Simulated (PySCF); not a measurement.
Si(CCH)2(F)(OH) (C₄H₃FOSi), SMILES C#C[Si](O)(F)C#C.

Coordinates come from a r2SCAN-D4/def2-SVP optimisation. The structure was generated by enumeration, and PubChem lists no compound with its InChIKey, so it may never have been made. One conformer was computed; it need not be the lowest.

The numbers are results of r2SCAN-D4/def2-SVP (PySCF), not measurements.

Frequencies are harmonic and unscaled.

```
mode  ν (cm⁻¹)  IR (km/mol)  Raman (Å⁴/amu)  depolarisation  moving atoms (share of kinetic energy)
----  --------  -----------  --------------  --------------  --------------------------------------
1           85          0.8            11.9            0.75                          C 67 %, H 17 %
2          125          9.5             6.3            0.75          C 33 %, F 21 %, O 20 %, H 20 %
3          131          3.3             6.7            0.75          C 35 %, F 23 %, O 22 %, H 13 %
4          181         11.8             3.6            0.75                  C 52 %, H 24 %, F 13 %
5          213         70.0             2.7            0.75                          H 65 %, C 24 %
6          296         17.9             4.6            0.70                  O 34 %, C 29 %, F 28 %
7          345         18.4             7.1            0.73           C 62 %, H 19 %, O 10 %, F 9 %
8          355         60.9             0.4            0.52          C 57 %, O 12 %, F 12 %, H 10 %
9          399         55.0             7.6            0.75                                  C 77 %
10         412         55.5             1.2            0.71         C 61 %, Si 13 %, F 12 %, O 10 %
11         584         31.9             7.8            0.04         C 57 %, Si 15 %, O 12 %, F 12 %
12         699        168.1             1.5            0.75                 Si 40 %, C 34 %, H 23 %
13         724         27.4             1.9            0.74                          H 76 %, C 24 %
14         730         36.7             1.5            0.74                          H 76 %, C 24 %
15         730         23.2             1.2            0.74                          H 76 %, C 24 %
16         731         39.8             2.7            0.73                          H 76 %, C 24 %
17         808        354.4             3.4            0.12                 H 48 %, Si 22 %, O 21 %
18         893        191.3             2.7            0.11          Si 42 %, F 37 %, H 11 %, O 8 %
19         968        149.5             3.8            0.47                 Si 47 %, O 34 %, F 12 %
20        2141         54.1           180.1            0.21                          C 90 %, H 10 %
21        2151         85.9           124.0            0.30                          C 90 %, H 10 %
22        3458         50.6            40.3            0.27                          H 86 %, C 14 %
23        3460         46.9            43.1            0.25                          H 86 %, C 14 %
24        3882        126.7           123.6            0.27                                  H 94 %
```
